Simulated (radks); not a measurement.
Results of a calculation; reference values are marked as such.
Problem. The zinc ion Zn11+ is in [Ar] 3d1. Code: a radial shooting solver on a logarithmic mesh with Libxc functionals. Model: scalar-relativistic Kohn-Sham, BLYP, spin-polarised, spherical densities, finite nucleus; Fermi nuclear charge, rms radius of each element as measured or else 0.836 A^(1/3) + 0.57 fm. Open shells are filled with parallel spins first. One electron is removed from 3d, 2p, 3p, 3s in turn, with full relaxation. Which removal costs least, and what does each cost?

Solution. 3d 309.67 eV; 3p 380.37 eV; 3s 428.01 eV; 2p 1379.0 eV. The 3d electron leaves first.
